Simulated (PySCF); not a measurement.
2-(4-methylthiophen-2-yl)furan (C9H8OS), SMILES c1(C)csc(c1)-c1occc1.

Coordinates come from a PBE-D3(BJ)/def2-SVP optimisation. The values are those of a single conformer.

All values below come from M06-2X/def2-SVP (PySCF).

Gas-phase values at a fixed geometry.

Computed frontier levels, gap, dipole moment and polarisability:
| Property | Result |
|---|---|
| highest occupied level | -6.70 eV |
| lowest empty level | -0.28 eV |
| orbital gap | 6.42 eV |
| dipole moment | 1.19 D |
| quadrupole, principal values (traceless, Buckingham form, about the centre of nuclear charge) | -14.39, 1.03, 13.36 D·Å |
| mean static polarisability | 117.5 bohr³ (17.41 Å³) |
| polarisability, principal values | 55.1, 116.4, 180.9 bohr³ |
